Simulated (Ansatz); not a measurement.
A first, cheap relaxation of CH7ClSSi2, SMILES `C[SiH2]S[SiH2]Cl`.

```yaml
crystal:
  periodic: [false, false, false]
  atoms:
    - {symbol: C, position_ang: [0.887200, 2.100400, 0.625600]}
    - {symbol: Si, position_ang: [-0.123200, 0.702200, -0.024700]}
    - {symbol: S, position_ang: [1.006000, -1.068800, 0.221000]}
    - {symbol: Si, position_ang: [-0.360800, -2.379300, -0.561100]}
    - {symbol: Cl, position_ang: [-1.859000, -2.783100, 0.839200]}
    - {symbol: H, position_ang: [1.788700, 2.276500, 0.081500]}
    - {symbol: H, position_ang: [0.303700, 3.078500, 0.493500]}
    - {symbol: H, position_ang: [1.102400, 2.053100, 1.672600]}
    - {symbol: H, position_ang: [-0.395800, 0.891900, -1.428100]}
    - {symbol: H, position_ang: [-1.396900, 0.573400, 0.734200]}
    - {symbol: H, position_ang: [0.198100, -3.682500, -0.874800]}
    - {symbol: H, position_ang: [-1.073300, -1.817400, -1.745000]}
basis:
  gaussian: {orbitals: def2-SVP}
hamiltonian: {xc: pbe, dispersion: d4}
relax: {f_tol: 0.03, max_steps: 200}
```

```sh
$ ansatz run in.yaml --threads 4 --pin off --events-out ev --progress --plain --max-ram 10444MiB
```

Shortened log:

```
Functional definition: PBE
mean field -40234.11246284 eV, -1478.5763613484 hartree, gradient 4.4e-5 eV, S^2 0.000000; 0 other end points of the search recorded, 0 dependent functions left out
relax step   1: F+E_penalty+E_count = -40234.47572610 eV  Δ(F+E_penalty+E_count) = +0.000e0 eV  max|allowed force component| = 1.855e0 eV/Å  Δτ_max = 0.0000 Å  (27 SCF iters, accepted)
mean field -40234.41696884 eV, -1478.5875517376 hartree, gradient 7.6e-6 eV, S^2 0.000000; 0 other end points of the search recorded, 0 dependent functions left out
relax step   2: F+E_penalty+E_count = -40234.76985884 eV  Δ(F+E_penalty+E_count) = -2.941e-1 eV  max|allowed force component| = 7.891e-1 eV/Å  Δτ_max = 0.1290 Å  (29 SCF iters, accepted)
mean field -40234.44043984 eV, -1478.5884142811 hartree, gradient 1.8e-5 eV, S^2 0.000000; 0 other end points of the search recorded, 0 dependent functions left out
relax step   3: F+E_penalty+E_count = -40234.79326270 eV  Δ(F+E_penalty+E_count) = -2.340e-2 eV  max|allowed force component| = 1.990e-1 eV/Å  Δτ_max = 0.0409 Å  (28 SCF iters, accepted)
mean field -40234.44308588 eV, -1478.5885115212 hartree, gradient 1.7e-5 eV, S^2 0.000000; 0 other end points of the search recorded, 0 dependent functions left out
relax step   4: F+E_penalty+E_count = -40234.79606801 eV  Δ(F+E_penalty+E_count) = -2.805e-3 eV  max|allowed force component| = 4.941e-2 eV/Å  Δτ_max = 0.0166 Å  (29 SCF iters, accepted)
mean field -40234.44366638 eV, -1478.5885328539 hartree, gradient 1.7e-5 eV, S^2 0.000000; 0 other end points of the search recorded, 0 dependent functions left out
relax step   5: F+E_penalty+E_count = -40234.79682203 eV  Δ(F+E_penalty+E_count) = -7.540e-4 eV  max|allowed force component| = 2.392e-2 eV/Å  Δτ_max = 0.0137 Å  (29 SCF iters, accepted)
mean field -40234.44366638 eV, -1478.5885328539 hartree, gradient 1.7e-5 eV, S^2 0.000000; 1 other end points of the search recorded, 0 dependent functions left out
Total energy: -40234.79686221 eV, -1478.6015125612 hartree
Atom 0 at     0.898867     2.178950     0.642872 Å, force     0.006969    -0.023916     0.002389 eV/Å
Atom 1 at    -0.141032     0.767789    -0.039288 Å, force     0.010839     0.009605    -0.005050 eV/Å
Atom 2 at     1.032435    -1.061623     0.179867 Å, force    -0.011246     0.011562    -0.008701 eV/Å
Atom 3 at    -0.426872    -2.455680    -0.547214 Å, force     0.008922     0.004853    -0.007589 eV/Å
Atom 4 at    -1.915336    -2.863693     0.853645 Å, force    -0.001494     0.003974     0.002076 eV/Å
Atom 5 at     1.852273     2.270228     0.084704 Å, force    -0.010784     0.000232     0.005714 eV/Å
Atom 6 at     0.343361     3.133949     0.545149 Å, force     0.002774     0.008903     0.002698 eV/Å
Atom 7 at     1.132025     2.016642     1.714236 Å, force    -0.006179     0.000755    -0.011439 eV/Å
Atom 8 at    -0.458431     0.976869    -1.497097 Å, force     0.002716     0.002111     0.015400 eV/Å
Atom 9 at    -1.437315     0.618646     0.709297 Å, force     0.002562    -0.004860    -0.000958 eV/Å
Atom 10 at     0.305955    -3.726921    -0.844769 Å, force     0.003010    -0.004510     0.010902 eV/Å
Atom 11 at    -1.108829    -1.910257    -1.767502 Å, force    -0.008089    -0.008710    -0.005441 eV/Å
Dipole moment:     0.087108     0.354543    -0.138847 e Å
```

It took 11 s on 4 threads of an Arm Neoverse V1 on a shared host, with 0.18 GiB of host memory at the peak.
